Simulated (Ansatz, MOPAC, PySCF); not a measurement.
Stepwise substitution at one centre (Ga F-NH2). All species are isolated molecules in the gas phase. One relaxed conformer stands for each flexible species; it need not be the lowest. Strings in code marks are SMILES.

Quantity: vertical ionisation energy (energy after one electron is removed minus that of the parent at the parent's geometry), in eV.

Level 1: B3LYP-D3(BJ)/def2-TZVP // PBE0-D4/def2-TZVP (PySCF)
Level 2: frozen-core MP2/cc-pVTZ // PBE0-D4/def2-TZVP (Ansatz, a quantum-chemistry and plane-wave program)
Level 3: minus the HOMO energy of AM1 // PBE0-D4/def2-TZVP (MOPAC)
Level 4: minus the HOMO energy of HF/3-21G // PBE0-D4/def2-TZVP (PySCF)

| species | level 2 | level 3 | level 4 |
|---|---|---|---|
| `[NH2][Ga]([F])[F]` | 10.98 | 10.98 | 11.45 |
| `[F][Ga]([F])[F]` | 15.53 | 13.65 | 15.88 |

Q: What does level 1 give for each?

A: 
- `[NH2][Ga]([F])[F]`: 10.93
- `[F][Ga]([F])[F]`: 14.30
